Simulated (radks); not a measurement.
Ga XIX, configuration [Ne] 3s2 3p1.

All-electron calculation, scalar-relativistic Kohn-Sham, PBEsol, spin-polarised, spherical densities, finite nucleus; open shells are filled with parallel spins first; Fermi nuclear charge, rms radius 3.9973 fm. Program: a radial shooting solver on a logarithmic mesh with Libxc functionals.

Energy parts (hartree):
| part | energy |
|---|---|
| total | -1765.58478 |
| kinetic | 1798.99453 |
| electron-nucleus | -3877.36426 |
| Hartree | 365.37942 |
| exchange-correlation | -52.59447 |

Orbitals (lengths in bohr, moments of r in powers of bohr; <r^-3> diverges for s and p1/2; r(max) is where P^2 peaks):
| orbital | occ. | eigenvalue (hartree) | <r> | r(max) | <r^-3> | <1/r> |
|---|---|---|---|---|---|---|
| 1s up | 1 | -401.7092 | 0.04862 | 0.03180 | - | 31.29 |
| 1s down | 1 | -401.6684 | 0.04862 | 0.03180 | - | 31.29 |
| 2s up | 1 | -71.47695 | 0.2153 | 0.1815 | - | 6.926 |
| 2s down | 1 | -71.43967 | 0.2151 | 0.1816 | - | 6.928 |
| 2p up | 3 | -65.69763 | 0.1880 | 0.1455 | 911.4 | 6.787 |
| 2p down | 3 | -65.64879 | 0.1879 | 0.1455 | 911.2 | 6.787 |
| 3s up | 1 | -26.00710 | 0.5456 | 0.5111 | - | 2.671 |
| 3s down | 1 | -25.81252 | 0.5463 | 0.5112 | - | 2.667 |
| 3p up | 1 | -24.19192 | 0.5350 | 0.4970 | 198.8 | 2.589 |
| 3p down | 0 | -23.99954 | 0.5357 | 0.4970 | 198.5 | 2.587 |

The highest occupied level is 3p up at -658.30 eV. Summed over all electrons, <r^2> = 1.380 bohr^2, which gives a Langevin (diamagnetic) susceptibility term of -1.09 x 10^-6 cm^3/mol. The density falls to 0.001 e/bohr^3 at r = 1.33 bohr. The spin density at the nucleus is -1.081 e/bohr^3 (1s -1.650, 2s -0.283, 3s 0.853). The electron density at the nucleus is 2.874e+04 e/bohr^3 (large components only). For comparison, the ionisation energy in NIST's Atomic Spectra Database is 677 eV (semi-empirical). In exact Kohn-Sham theory the highest level is minus the ionisation energy, but local and semilocal functionals leave it too shallow, through self-interaction and a potential that decays too fast; potentials with the right tail come closer. Spin moment in Bohr magnetons: 1.
